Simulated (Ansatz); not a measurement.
The cluster Al₆As. Charge 0, multiplicity 2. Geometry PBE0-D4/def2-SVP, basis def2-TZVP, Ansatz.

```xyz
7

As    0.313    0.352    2.432
Al    1.298   -0.673   -1.470
Al    0.381   -1.488    0.824
Al   -1.472    0.568    0.591
Al    1.220    1.202    0.330
Al   -0.426    1.434   -1.616
Al   -1.314   -1.394   -1.091
```

```json
{"run": "A", "HOMO (eV)": "-4.07", "LUMO (eV)": "-3.58"}
{"run": "B", "HOMO (eV)": "-4.63", "LUMO (eV)": "-3.76"}
{"run": "C", "HOMO (eV)": "-4.36", "LUMO (eV)": "-3.82"}
{"run": "D", "HOMO (eV)": "-5.13", "LUMO (eV)": "-3.24"}
```

The structure comes from a short search, and lower isomers may exist.

HOMO and LUMO are taken over both spins.

Question: The runs used BLYP, PBE, PBE0, r2SCAN. Estimate which is which.

Answer: A BLYP (0 % exact exchange); B r2SCAN (0 % exact exchange); C PBE (0 % exact exchange); D PBE0 (25 % exact exchange). Exact exchange lowers occupied and raises empty levels; among semilocal functionals meta-GGAs tend to open the gap a little, and such runs are hard to tell apart. The gap grows from 0.49 eV (BLYP) to 1.89 eV (PBE0). At r2SCAN-D4/def2-TZVP, PBE0-D4/def2-TZVP the charge 0 doublet is spin-contaminated (final ⟨S²⟩ up to 0.99, 0.75 for a pure state).
